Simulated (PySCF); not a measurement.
**BaH: frontier orbitals**

PBE0 at R = 2.220 Å; Ba x2c-SVPall, H x2c-SVPall; spin-free X2C with a Gaussian nucleus (PySCF 2.14). State: ²Σ⁺ (doublet), unpaired electrons σ ↑. Only the outer orbitals are listed, counted within each symmetry.

| spin | orbital | occ. | ε (eV) | on Ba (%) | main shells (%) |
| --- | --- | --- | --- | --- | --- |
| α | 10σ | 1 | -35.88 | 100 | 100 Ba s |
| α | 6π | 1 | -20.09 | 100 | 100 Ba p |
| α | 6π | 1 | -20.09 | 100 | 100 Ba p |
| α | 11σ | 1 | -19.88 | 99 | 99 Ba p |
| α | 12σ | 1 | -5.79 | 32 | 68 H s, 15 Ba d, 14 Ba s |
| α | 13σ | 1 | -3.45 | 97 | 75 Ba s, 11 Ba p, 10 Ba d |
| α | 7π | 0 | -1.05 | 100 | 67 Ba p, 33 Ba d |
| α | 7π | 0 | -1.05 | 100 | 67 Ba p, 33 Ba d |
| α | 14σ | 0 | -0.82 | 100 | 59 Ba p, 39 Ba d |
| β | 10σ | 1 | -35.78 | 100 | 100 Ba s |
| β | 6π | 1 | -19.96 | 100 | 100 Ba p |
| β | 6π | 1 | -19.96 | 100 | 100 Ba p |
| β | 11σ | 1 | -19.76 | 99 | 99 Ba p |
| β | 12σ | 1 | -5.62 | 33 | 67 H s, 15 Ba d, 14 Ba s |
| β | 13σ | 0 | -1.74 | 97 | 78 Ba s, 10 Ba p, 9 Ba d |
| β | 7π | 0 | -0.35 | 100 | 69 Ba d, 31 Ba p |
| β | 7π | 0 | -0.35 | 100 | 69 Ba d, 31 Ba p |

Problem. Which are the highest filled and the lowest empty level, where do they sit, and how wide is the gap?

Solution. Highest filled α 13σ at -3.45 eV (in %: 75 Ba s, 11 Ba p, 10 Ba d); lowest empty β 13σ at -1.74 eV (in %: 78 Ba s, 10 Ba p, 9 Ba d); the gap at PBE0 is 1.71 eV.

The bond order (Mayer) is 0.82, the ⟨S²⟩ is 0.751 and the charge on Ba (Mulliken, basis-dependent) is 0.40. The charge on Ba (Löwdin, basis-dependent) is 0.36 and the dipole moment (positive dipole means Ba(−)H(+)) is -3.40 D.

Spin–orbit coupling is left out. The state is the lowest determinant that a PBE0 search found; another state may lie lower at other levels.
